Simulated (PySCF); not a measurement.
CsCl.
SMILES: `[Cl][Cs]`

Method: PBE0-D3(BJ)/def2-SVP geometry optimisation, gas phase, def2 core potentials past Kr (PySCF 2.14.0).

Take the most abundant isotopes and a rigid rotor. 

(1) What are the moment of inertia and the rotational constant?

(2) List the first levels of a rigid rotor in a Σ state.

(3) Where do the first rotational lines fall?

(4) Estimate the classical rotational partition function at 25 K, 100 K and 200 K.

Answers

(1) I = 238.678 u·Å², B = 505379 MHz·u·Å²/I = 2117 MHz (0.0706 cm⁻¹, or 0.102 K as hB/k). For two atoms I = μr² with μ = 27.6847 u and r = 2.9362 Å.

(2) E(J) = BJ(J+1): J = 1: 0.141, J = 2: 0.424, J = 3: 0.848, J = 4: 1.413, J = 5: 2.119, J = 6: 2.966 cm⁻¹.

(3) The dipole is 9.94 D; J+1 ← J lies at 2B(J+1): 1 ← 0 at 4.23 GHz, 2 ← 1 at 8.47 GHz, 3 ← 2 at 12.70 GHz, 4 ← 3 at 16.94 GHz, 5 ← 4 at 21.17 GHz, 6 ← 5 at 25.41 GHz.

(4) Point group C∞v, symmetry number σ = 1; q = kT/(σhB), k/h = 20836.6 MHz/K: 246 at 25 K, 984 at 100 K, 1970 at 200 K.

PBE0-D3(BJ)/def2-SVP frequencies: not computed here. These are rigid-rotor constants of the computed structure; measured ground-state constants (B0) also hold zero-point vibration.

Time: 2.9 s; peak memory 0.27 GiB. Hardware: one thread, Arm Neoverse V1 (aarch64), no GPU, on a shared host. This is the geometry optimisation.
